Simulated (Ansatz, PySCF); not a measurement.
Gas-phase reaction R1 + 2 R2 + 2 R3 → 4 P1 + P2, each structure at its B3LYP-D3(BJ)/def2-TZVP stationary point, reached from a drawn start (curvature not checked).
P1, H2 (SMILES [H][H]) (charge 0, multiplicity 1):
```
atom   x (Å)   y (Å)    z (Å)
----  ------  ------  -------
H     0.0000  0.0000   0.3720
H     0.0000  0.0000  -0.3720
```
R1: H2O (SMILES O), charge 0, multiplicity 1.
R2: HCl (SMILES Cl), charge 0, multiplicity 1.
R3, SiH4 (SMILES [SiH4]) (charge 0, multiplicity 1):
```xyz
5

Si     0.000     0.000     0.000
H      0.855     0.855     0.855
H     -0.855    -0.855     0.855
H     -0.855     0.855    -0.855
H      0.855    -0.855    -0.855
```
P2: Cl2H4OSi2 (SMILES [SiH3]O[SiH](Cl)Cl), charge 0, multiplicity 1.

P less R. No zero-point or thermal terms. One arrangement of each flexible species, with no search for the lowest.

Run with Ansatz (Gaussian basis) for Hartree–Fock, density functionals and correlated methods; PySCF for the D3/D4 terms. Each number belongs to the level named beside it.

Estimate the reaction energy that PBE-D3(BJ)/def2-TZVPP returns for this input.

-72.5 kcal/mol

What is the computed reaction energy (revPBE-D4/def2-TZVPP)?

-76.3 kcal/mol

Give the reaction energy at the level CAM-B3LYP-D3(BJ)/def2-TZVPP.

-75.3 kcal/mol

Ansatz is a quantum-chemistry and plane-wave program.
